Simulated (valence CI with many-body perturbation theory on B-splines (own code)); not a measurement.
# E1 line list for Yb³⁸⁺

Calculated by valence CI with perturbative core correlation (CI+MBPT): four valence electrons over a frozen Dirac-Fock core [Ar] 3d10, a basis of 11 s, 11 p, 10 d, 8 f, 5 g, 2 h functions for each j, with the one-electron correlation potential Σ1, the two-electron term Σ2, the three-electron term Σ3, Breit, model QED; selected CI, second order for the rest, scaled by the run's own slope (own B-spline code, finite nucleus).

No measured spectrum was set against this ion. As an estimate, large intervals hold to a few tenths of a per cent, small ones and those within an open d or f shell to about a per cent. Among the levels kept, up to 410 cm⁻¹ of a level comes from second order outside the variational space, and about a tenth of that is noise between levels of different J, which matters for small intervals.

Lines 1 to 50 of 565 in falling wavelength, among levels below 557.38 eV, chosen from the strongest by gf and those to the six lowest levels. Wavelengths and rates use the calculated energies. Electric multipoles are in the length gauge, E1 and E2 with the static RPA response of the core. Weak lines are less certain than strong ones. Lines between different terms over intervals too small for the method are left out, as are lines whose strength nearly cancels. Where a level lies close to another of its J and parity, the split of strength between their lines is uncertain. The highest levels of a list are the least certain.

Levels are named by their leading jj configuration (3d3/2^4 stands for four electrons in 3d with j = 3/2), which in mixed levels can hold well under half, so a name can repeat and another be missing. Letters in brackets count levels of one name in rising energy.

```csv
λ vac (Å),Upper,Lower,A (s⁻¹),S (a.u.)
1021,(4s 4p1/2^2 4p3/2) J=2,(4s^2 4p3/2^2) J=2,3.88e+05,1.02e-03
726.9,(4s 4p1/2^2 4p3/2) J=1,(4s^2 4p3/2^2) J=0,8.57e+05,4.87e-04
483.4,(4s 4p1/2^2 4p3/2) J=1,(4s^2 4p3/2^2) J=2,1.20e+07,2.01e-03
190.6,(4s^2 4p1/2 4d3/2) J=2,(4s^2 4p3/2^2) J=2,8.06e+07,1.38e-03
173.8,(4s 4p1/2 4p3/2 4d3/2) J=4,(4s^2 4p3/2 4d3/2) J=3,5.48e+09,1.28e-01
170.8,(4s^2 4p1/2 4d3/2) J=1,(4s^2 4p3/2^2) J=0,6.76e+07,4.99e-04
170.0,(4s 4p1/2 4p3/2^2) J=2 [a],(4s^2 4p3/2^2) J=2,1.39e+09,1.68e-02
168.2,(4s 4p1/2 4d3/2 4d5/2) J=5,(4s^2 4d3/2 4d5/2) J=4,6.59e+09,1.70e-01
161.9,(4s 4p1/2 4p3/2 4f7/2) J=6,(4s^2 4p3/2 4f7/2) J=5,7.78e+09,2.12e-01
157.1,(4p1/2^2 4p3/2 4d3/2) J=3,(4s^2 4p1/2 4f5/2) J=2,5.62e+09,7.52e-02
154.8,(4s 4p1/2 4p3/2^2) J=3,(4s^2 4p3/2^2) J=2,6.06e+09,7.77e-02
154.4,(4s 4p1/2^2 4d5/2) J=3,(4s^2 4p1/2 4d5/2) J=2,6.41e+09,8.15e-02
152.7,(4s^2 4p1/2 4d3/2) J=1,(4s^2 4p3/2^2) J=2,1.05e+09,5.55e-03
151.3,(4s 4p1/2 4p3/2 4d5/2) J=5,(4s^2 4p3/2 4d5/2) J=4,1.09e+10,2.05e-01
151.0,(4s 4p1/2^2 4p3/2) J=2,(4s^2 4p1/2 4p3/2) J=2,7.57e+09,6.44e-02
149.3,(4s 4p1/2 4d3/2 4d5/2) J=4 [c],(4s^2 4p3/2 4f5/2) J=3,5.91e+09,8.74e-02
148.8,(4s 4p1/2^2 4f7/2) J=4,(4s 4p1/2 4p3/2 4d5/2) J=4 [c],5.44e+09,7.96e-02
147.9,(4s 4p1/2^2 4f7/2) J=4,(4s 4p1/2 4p3/2 4d5/2) J=3 [c],5.08e+09,7.31e-02
144.1,(4s 4p1/2^2 4p3/2) J=2,(4s^2 4p1/2 4p3/2) J=1,9.92e+09,7.32e-02
141.9,(4s 4p1/2^2 4d3/2) J=1,(4s^2 4p1/2 4d3/2) J=2,1.70e+10,7.17e-02
140.4,(4s 4p1/2 4p3/2^2) J=1 [a],(4s^2 4p3/2^2) J=0,8.94e+09,3.67e-02
139.9,(4p1/2^2 4p3/2 4d5/2) J=3,(4s 4p1/2 4p3/2 4d5/2) J=2 [d],8.24e+09,7.79e-02
139.3,(4p1/2^2 4p3/2 4d5/2) J=3,(4s 4p1/2 4p3/2 4d5/2) J=3 [e],1.20e+10,1.12e-01
138.7,(4s^2 4p1/2 4f7/2) J=4,(4s^2 4p3/2 4d5/2) J=3,6.10e+09,7.23e-02
137.7,(4s 4p1/2^2 4d3/2) J=2,(4s^2 4p1/2 4d3/2) J=2,1.22e+10,7.87e-02
137.0,(4p1/2^2 4p3/2 4d3/2) J=3,(4s 4p1/2 4p3/2 4d3/2) J=3 [b],9.32e+09,8.27e-02
136.8,(4p1/2^2 4p3/2^2) J=2,(4s 4p1/2 4p3/2^2) J=2 [b],1.14e+10,7.17e-02
136.6,(4s 4p1/2 4d5/2^2) J=3,(4s^2 4d5/2^2) J=2,9.36e+09,8.25e-02
136.4,(4p1/2^2 4p3/2 4d5/2) J=1,(4s 4p1/2 4p3/2 4d5/2) J=2 [c],3.16e+10,1.19e-01
136.3,(4p1/2^2 4p3/2 4d3/2) J=2,(4s 4p1/2 4p3/2 4d3/2) J=2 [b],1.28e+10,7.99e-02
133.9,(4s^2 4p1/2 4d5/2) J=2,(4s^2 4p3/2^2) J=2,4.10e+08,2.43e-03
133.9,(4s 4p1/2^2 4f7/2) J=3,(4s 4p1/2 4p3/2 4d5/2) J=4 [b],2.22e+10,1.84e-01
133.7,(4s 4p1/2 4p3/2^2) J=1 [b],(4s^2 4p3/2^2) J=0,4.59e+09,1.62e-02
132.5,(4s 4p1/2 4p3/2 4f7/2) J=4 [b],(4s^2 4p3/2 4f7/2) J=4 [a],6.53e+09,6.75e-02
132.3,(4s^2 4p1/2 4d5/2) J=3,(4s^2 4p3/2^2) J=2,5.16e+09,4.12e-02
131.3,(4s 4p1/2 4p3/2 4d5/2) J=2 [b],(4s^2 4p3/2 4d5/2) J=2,1.56e+10,8.69e-02
131.2,(4p1/2^2 4p3/2 4d5/2) J=3,(4s^2 4p1/2 4f7/2) J=4,1.88e+10,1.47e-01
130.8,(4s 4p1/2 4p3/2 4d5/2) J=3 [e],(4s^2 4p3/2 4d5/2) J=3,9.94e+09,7.68e-02
130.1,(4s 4p1/2 4p3/2 4d5/2) J=3 [c],(4s^2 4p3/2 4d5/2) J=4,1.11e+10,8.46e-02
129.9,(4s 4p1/2^2 4d5/2) J=2,(4s 4p1/2 4p3/2^2) J=3,2.90e+10,1.57e-01
129.9,(4p1/2 4p3/2^2 4d5/2) J=3 [a],(4s^2 4p3/2 4f7/2) J=4 [a],8.48e+09,6.43e-02
129.7,(4s 4p1/2^2 4p3/2) J=1,(4s^2 4p1/2 4p3/2) J=2,2.63e+10,8.49e-02
129.5,(4p1/2 4p3/2^2 4d5/2) J=4 [a],(4s 4p3/2^2 4d5/2) J=4 [a],8.10e+09,7.81e-02
129.4,(4s 4p1/2 4p3/2 4d5/2) J=4 [c],(4s^2 4p3/2 4d5/2) J=4,1.10e+10,1.06e-01
129.4,(4p1/2^2 4p3/2 4d5/2) J=2,(4s 4p1/2 4p3/2 4d5/2) J=2 [b],1.97e+10,1.05e-01
129.2,(4p1/2^2 4p3/2 4d5/2) J=2,(4s 4p1/2 4p3/2 4d5/2) J=3 [b],2.04e+10,1.08e-01
128.0,(4s 4p1/2 4p3/2^2) J=1 [a],(4s^2 4p3/2^2) J=2,4.45e+09,1.38e-02
127.6,(4s 4p1/2^2 4f7/2) J=4,(4s 4p1/2 4p3/2 4d5/2) J=5,1.89e+10,1.75e-01
127.6,(4p1/2^2 4p3/2^2) J=2,(4s^2 4p1/2 4d5/2) J=3,2.58e+10,1.32e-01
126.6,(4p1/2^2 4p3/2 4d3/2) J=3,(4s 4p1/2 4p3/2 4d3/2) J=4,3.18e+10,2.23e-01
```
